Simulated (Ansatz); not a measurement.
Reaction (substitution at a C–Si bond): `FCC[SiH3]` + `OCF` → `FCCOCF` + SiH₄

Isolated molecules relaxed with PBE0-D4/def2-TZVP in Ansatz; ΔE leaves out vibrations. CCSD(T)/CBS adds triple-zeta CCSD(T) − MP2 to the extrapolated MP2 energy (def2 sets, frozen cores). This one scheme is used for every species. Functionals use def2-TZVPP. One conformer a species, not always the lowest.

Question: Is it downhill or uphill in electronic energy at CCSD(T)/CBS, and by how much? (Best estimate.)

Answer: The calculation gave: Uphill: ΔE = +66.7 kJ/mol.

Question: What do these levels give: LDA (SPW92), BLYP-D4, B97M-V, CAM-B3LYP-D4, PBE, BLYP, r2SCANh, BHLYP, CCSD/def2-SVP, HF/def2-TZVPP, HF/CBS(def2), CCSD/CBS(def2)? (Best estimate.)

Answer: Ansatz gave: LDA (SPW92) 58.9, BLYP-D4 59.0, B97M-V 61.4, CAM-B3LYP-D4 57.4, PBE 63.8, BLYP 57.0, r2SCANh 64.3, BHLYP 57.7, CCSD/def2-SVP 49.3, HF/def2-TZVPP 51.8, HF/CBS(def2) 51.8, CCSD/CBS(def2) 66.3 kJ/mol.

Largest T1 diagnostic among the species: 0.011.

Leaving LDA and LC-ωPBE aside and taking each functional with its dispersion term where it has one, the values, not all of them listed here, spread over 9.8 kJ/mol, from CAM-B3LYP-D4 to PBE-QIDH. LDA lies −4.9 kJ/mol from PBE without D4. At CCSD(T), def2-SVP lies −18.0 kJ/mol from the extrapolated value and def2-TZVPP −4.2 kJ/mol.
